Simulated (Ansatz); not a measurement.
`CN[AsH]O` + `C[SiH2]C(O)F` → `C[SiH2][AsH]O` + `CNC(O)F`  (formal exchange of groups at the As–N bond)

Computed with Ansatz on PBE0-D4/def2-TZVP structures; ΔE is electronic, products minus reactants. CCSD(T)/CBS is the MP2 limit (def2-TZVPP, def2-QZVPP) plus CCSD(T) − MP2 in def2-TZVPP, frozen cores. DFT in def2-TZVPP. For As outer-core shells are correlated without core-valence functions, which leaves a few kJ/mol of doubt a bond. Scalar relativity is left out up to krypton. Each species was taken in one conformer, which may not be the lowest.

CCSD(T)/CBS gives -23.3 kJ/mol.

(1) Another level gave -19.2 kJ/mol. Which?
A. r2SCAN-D4/def2-TZVPP
B. ωB97X-V/def2-TZVPP
C. PBE0-D4/def2-TZVPP
D. SCS-MP2/def2-TZVPP

Largest T1 diagnostic among the species: 0.012.

Answers

(1) D. SCS-MP2/def2-TZVPP -19.2, ωB97X-V -25.5, r2SCAN-D4 -30.0, PBE0-D4 -34.7 kJ/mol.

In def2-TZVPP, CCSD(T) changes the Hartree–Fock value by +4.9 kJ/mol (the triples alone add +0.9 kJ/mol) and MP2 by +8.5 kJ/mol. From PBE to PBE0 (25 % exact exchange), in def2-TZVPP and without D4, ΔE moves by −6.2 kJ/mol.
